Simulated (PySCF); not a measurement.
**Polarisability and C₆ of Ni²⁺ (nickel, charge +2)**

[Ar] 3d8, high-spin 3F determinant. Computed with PySCF 2.14 in ANO-RCC-VTZP, with the spin-free X2C one-electron Hamiltonian (Gaussian nucleus). Coupled (time-dependent) response in atomic units; α is the mean over directions. The basis has no added diffuse functions, which lowers α and C₆.

| method | mean α (bohr³) | C₆ (like pair) | S(−4) |
| --- | --- | --- | --- |
| UHF | 2.517 | 6.910 | 3.057 |
| PBE | 3.299 | 9.125 | 7.216 |
| PBE0 | 3.021 | 8.354 | 5.453 |

S(−4) is the Cauchy moment in α(ω) = α(0) + S(−4) ω² + …

α(iu) at PBE:

```json
{"u (hartree)": "0", "α(iu) (bohr³)": "3.299"}
{"u (hartree)": "0.0500", "α(iu) (bohr³)": "3.281"}
{"u (hartree)": "0.100", "α(iu) (bohr³)": "3.229"}
{"u (hartree)": "0.200", "α(iu) (bohr³)": "3.048"}
{"u (hartree)": "0.300", "α(iu) (bohr³)": "2.811"}
{"u (hartree)": "0.500", "α(iu) (bohr³)": "2.352"}
{"u (hartree)": "0.750", "α(iu) (bohr³)": "1.933"}
{"u (hartree)": "1.00", "α(iu) (bohr³)": "1.654"}
{"u (hartree)": "1.50", "α(iu) (bohr³)": "1.293"}
{"u (hartree)": "2.00", "α(iu) (bohr³)": "1.046"}
{"u (hartree)": "3.00", "α(iu) (bohr³)": "0.7106"}
{"u (hartree)": "5.00", "α(iu) (bohr³)": "0.3708"}
```

A single London oscillator, α(iu) = α/(1 + u²/ω²), gives C₆ = (3/4) ω α². Matching the computed C₆ needs ω = 4 × 9.125 / (3 × 3.299²) = 1.12 hartree.

For an ion, C₆ is the dispersion term alone; charge-induced terms of lower order in 1/R come first.
